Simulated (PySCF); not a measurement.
**Atomic charges by several schemes**

C₈H₁₂P (charge -1).
Atom-mapped SMILES: `[CH3:1][CH2:2][c:3]1[cH:4][p-:5][c:6]([CH3:7])[c:8]1[CH3:9]` (hydrogens: H10, H11, H12 on C1; H13, H14 on C2; H15 on C4; H16, H17, H18 on C7; H19, H20, H21 on C9)

Structure used (GFN2-xTB), in Å, numbered top down from 1:
```xyz
21
C8H12P angstrom
C      2.6576    0.3544   -0.5624
C      1.9098   -0.7316    0.2162
C      0.5930   -0.2303    0.7363
C      0.4364    0.2598    2.0168
P     -1.1756    0.8304    2.3462
C     -1.6452    0.3969    0.7098
C     -3.0330    0.6057    0.1762
C     -0.5988   -0.1541   -0.0129
C     -0.7261   -0.6154   -1.4367
H      2.8163    1.2204    0.0774
H      3.6277   -0.0031   -0.9164
H      2.0700    0.6724   -1.4210
H      2.5323   -1.0517    1.0593
H      1.7633   -1.6002   -0.4370
H      1.2253    0.2898    2.7577
H     -3.0266    1.2420   -0.7150
H     -3.6534    1.0840    0.9331
H     -3.5042   -0.3451   -0.0973
H     -0.1469   -1.5255   -1.6070
H     -0.3643    0.1431   -2.1393
H     -1.7664   -0.8252   -1.6846
```

Density: PBE0/pcSseg-1 (PySCF); schemes: Mulliken, IAO, Hirshfeld and ESP-fitted. Isolated species at its GFN2-xTB geometry (one conformer only). GFN2-xTB frequencies show an imaginary mode (54i cm⁻¹), so this geometry is no minimum at that level. The pcSseg-1 basis has no diffuse functions, a weakness for an anion.

Question: Which atoms carry the highest charge in the Mulliken, IAO, Hirshfeld and ESP-fitted schemes?

Answer: The schemes don't all agree: Mulliken H10 (+0.101); IAO H10 (+0.135); Hirshfeld H12 (+0.027); ESP-fitted C2 (+0.404).

Question: Do the Mulliken, IAO, Hirshfeld and ESP-fitted schemes agree on where the charge is lowest?

Answer: The schemes don't all agree: Mulliken C6 (-0.558); IAO C4 (-0.465); Hirshfeld P5 (-0.238); ESP-fitted C9 (-0.727).

Question: What partial charge does each atom carry?

Answer: In e:

| atom | environment | Mulliken | IAO | Hirshfeld | ESP-fitted |
| --- | --- | --- | --- | --- | --- |
| C1 | methyl carbon | -0.256 | -0.410 | -0.132 | -0.298 |
| C2 | benzylic-type carbon | -0.124 | -0.241 | -0.079 | +0.404 |
| C3 | substituted aromatic carbon | -0.219 | -0.086 | -0.069 | -0.666 |
| C4 | aromatic CH carbon | -0.393 | -0.465 | -0.205 | -0.116 |
| P5 | phosphorus bonded to 2 C | +0.096 | -0.003 | -0.238 | -0.597 |
| C6 | substituted aromatic carbon | -0.558 | -0.279 | -0.123 | +0.132 |
| C7 | benzylic-type carbon | -0.162 | -0.407 | -0.145 | -0.579 |
| C8 | substituted aromatic carbon | -0.212 | -0.093 | -0.071 | +0.388 |
| C9 | benzylic-type carbon | -0.129 | -0.413 | -0.135 | -0.727 |
| H10 | methyl hydrogen | +0.101 | +0.135 | +0.026 | +0.079 |
| H11 | methyl hydrogen | +0.060 | +0.103 | +0.012 | -0.002 |
| H12 | methyl hydrogen | +0.100 | +0.129 | +0.027 | +0.077 |
| H13 | methylene hydrogen | +0.085 | +0.116 | +0.020 | -0.058 |
| H14 | methylene hydrogen | +0.082 | +0.106 | +0.016 | -0.063 |
| H15 | aromatic hydrogen | +0.010 | +0.106 | -0.006 | +0.138 |
| H16 | methyl hydrogen | +0.083 | +0.112 | +0.013 | +0.112 |
| H17 | methyl hydrogen | +0.086 | +0.127 | +0.018 | +0.180 |
| H18 | methyl hydrogen | +0.086 | +0.111 | +0.013 | +0.103 |
| H19 | methyl hydrogen | +0.087 | +0.117 | +0.019 | +0.173 |
| H20 | methyl hydrogen | +0.092 | +0.113 | +0.015 | +0.155 |
| H21 | methyl hydrogen | +0.087 | +0.123 | +0.023 | +0.162 |

Mean size of the charges over all atoms: ESP-fitted 0.248 e, IAO 0.181 e, Mulliken 0.148 e, Hirshfeld 0.067 e. Each set sums to the total charge, -1, to within 0.001 e. The IAO scheme counts the electrons in orthogonalised intrinsic atomic orbitals, a minimal basis polarised so that it spans the occupied orbitals exactly.

Question: How many electrons does the Hirshfeld scheme count on C8?

Answer: Z − q = 6 − (-0.071) = 6.071.

Question: Sum the charges by element, for elements with more than one atom.

Answer: 
```tsv
element	atoms	Mulliken	IAO	Hirshfeld	ESP-fitted
C	8	-2.054	-2.395	-0.958	-1.460
H	12	+0.958	+1.398	+0.195	+1.057
```

Question: How closely do the schemes follow one another over all atoms?

Answer: Correlation coefficient and root-mean-square difference: Mulliken with IAO 0.82, 0.124 e; IAO with Hirshfeld 0.82, 0.157 e; Mulliken with Hirshfeld 0.66, 0.146 e; Hirshfeld with ESP-fitted 0.58, 0.286 e; IAO with ESP-fitted 0.46, 0.297 e; Mulliken with ESP-fitted 0.18, 0.345 e.
